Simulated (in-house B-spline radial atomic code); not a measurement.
Binding energies in Co⁺

NIST's tabulated ground configuration is [Ar] 3d8; each binding energy is the energy of the ion with one electron taken from that subshell, relaxed, less that of the parent. Computed with a radial B-spline atomic code at the basis-set limit: Dirac-Hartree-Fock, average of configuration, Fermi nucleus of rms radius 3.7875 fm. Energies include first-order Breit, QED and recoil terms.

```csv
subshell,X-ray name,binding energy (eV),-ε (eV),relaxation (eV)
2s,L1,944,967.5,22.5
2p1/2,L2,810.1,835.2,24.1
2p3/2,L3,795.6,820.1,23.9
3s,M1,121.9,128.2,6.1
3p1/2,M2,80.88,86.60,5.62
3p3/2,M3,79.11,84.64,5.47
3d,"M4,5",15.88,19.63,3.76
```

Relaxation = -ε minus the binding energy without Breit, QED and recoil terms.

Emission lines follow as differences of binding energies, with λ = 12398.42 eV·Å / E:

```
 line       holes  energy (eV)  wavelength (Å)
L1-M3  2s → 3p3/2        864.9          14.335
L3-M1  2p3/2 → 3s        673.7          18.403
```

**Question.** What does it cost to remove two 3s electrons?

**Answer.** 265.05 eV, which is 21.24 eV more than the two single binding energies together.

**Question.** What does it cost to remove both a 2s and a 2p3/2 electron?

**Answer.** 1788.8 eV, which is 49.17 eV more than the two single binding energies together.

**Question.** What does it cost to remove both a 3s and a 3d electron?

**Answer.** 155.83 eV, which is 18.05 eV more than the two single binding energies together.
